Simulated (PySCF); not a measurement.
B(H)(Br)(NH2) (BBrH3N), SMILES NBBr.

Geometry: B3LYP-D3(BJ)/def2-TZVP. One conformer was computed; it need not be the lowest.

These are TDDFT-PBE0/def2-SVPD (PySCF) values and carry that method's errors.

Vertical excitations.  State labels are in the subgroup Cs.

Computed UV-visible absorptions:
```csv
state,symmetry,energy (eV),λ (nm),f,main pairs
S1,A",6.33,196,0.000,HOMO→LUMO 100 %
S2,A',6.90,180,0.107,HOMO−1→LUMO 89 %
S3,A",7.25,171,0.001,HOMO−1→LUMO+1 97 %
S4,A',7.38,168,0.094,HOMO→LUMO+1 84 %
S5,A',7.77,160,0.036,HOMO→LUMO+2 85 %
S6,A",7.79,159,0.025,HOMO−1→LUMO+2 90 %
S7,A",8.07,154,0.007,HOMO−3→LUMO 96 %
S8,A",8.33,149,0.009,HOMO−1→LUMO+3 88 %
S9,A',8.34,149,0.044,HOMO→LUMO+3 96 %
S10,A",8.51,146,0.093,"HOMO−1→LUMO+4 65 %, HOMO−2→LUMO+1 21 %"
T1,A',5.80,214,0,HOMO−1→LUMO 88 %
T2,A",6.11,203,0,HOMO→LUMO 97 %
T3,A',6.85,181,0,HOMO−2→LUMO 87 %
T4,A",7.07,175,0,HOMO−1→LUMO+1 92 %
```
Triplets are in the Tamm–Dancoff approximation, which puts them higher than full response would, so one can lie above its singlet here.
